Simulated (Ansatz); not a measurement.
`BNC[TeH]` + `CC=N` → `C/C=N\C[TeH]` + `BN`  (substitution at a C–N bond)

Calculated with Ansatz (gas phase, PBE0-D4/def2-TZVP geometries, no zero-point term in ΔE). CCSD(T)/CBS adds triple-zeta CCSD(T) − MP2 to the extrapolated MP2 energy (def2 sets, frozen cores). This one scheme is used for every species. DFT in def2-TZVPP. Elements past krypton have def2 core potentials. For Te outer-core shells are correlated without core-valence functions, which leaves a few kJ/mol of doubt a bond. One conformer a species, not always the lowest.

`BNC[TeH]`:

```xyz
10

B    -1.315    0.106   -0.954
N    -0.025    0.460   -0.584
C     0.503    0.446    0.743
Te    2.110   -0.982    1.056
H    -2.082   -0.239   -0.102
H    -1.615    0.160   -2.109
H     0.648    0.720   -1.290
H     0.951    1.401    1.024
H    -0.288    0.204    1.449
H     1.114   -2.275    0.768
```

`CC=N`:

```xyz
8

C     0.296   -0.037    0.764
C     0.013   -0.298   -0.679
N    -0.776    0.328   -1.441
H     1.362    0.168    0.910
H    -0.282    0.809    1.140
H     0.062   -0.922    1.362
H     0.562   -1.136   -1.122
H    -1.237    1.088   -0.934
```

`C/C=N\C[TeH]`:

Z-matrix (Å, degrees):
```
C
C 1 1.495
H 1 1.094 2 111.6
H 1 1.089 2 111.2 3 121.2
H 1 1.096 2 109.9 3 -118.6
N 2 1.268 1 127.3 3 55.6
H 2 1.091 1 117.1 3 -126.0
C 6 1.425 2 119.8 1 -2.1
Te 8 2.173 6 112.4 2 86.8
H 8 1.087 6 110.1 2 -156.3
H 8 1.097 6 115.5 2 -32.0
H 9 1.656 8 92.0 6 58.5
```

`BN`:

Cartesian coordinates in Å:
```
B 0.518 0.127 0.426
N -0.533 -0.131 -0.438
H 0.486 -0.332 1.531
H 1.430 0.803 0.046
H -0.572 0.222 -1.379
H -1.330 -0.690 -0.186
```

| level | ΔE (kcal/mol) |
| --- | --- |
| PBE0-D4 | -1.8 |
| HF/CBS(def2) | 0.9 |

Task: What does CCSD(T)/CBS give? (Best estimate.)

Result: The calculation gave: -1.8 kcal/mol. The listed levels differ from it by 0.0, 2.7 kcal/mol.

Largest T1 diagnostic among the species: 0.012.

The D4 term adds −1.4 kcal/mol with B3LYP and −0.8 kcal/mol with PBE0; it sums over pairs of atoms, weighted by their polarisabilities, and B3LYP, whose exchange is more repulsive, gets the larger term. In def2-TZVPP, CCSD(T) changes the Hartree–Fock value by −2.2 kcal/mol (the triples alone add −0.5 kcal/mol) and MP2 by −3.6 kcal/mol.

B3LYP here is the variant with VWN-RPA as its local correlation; programs differ in this.
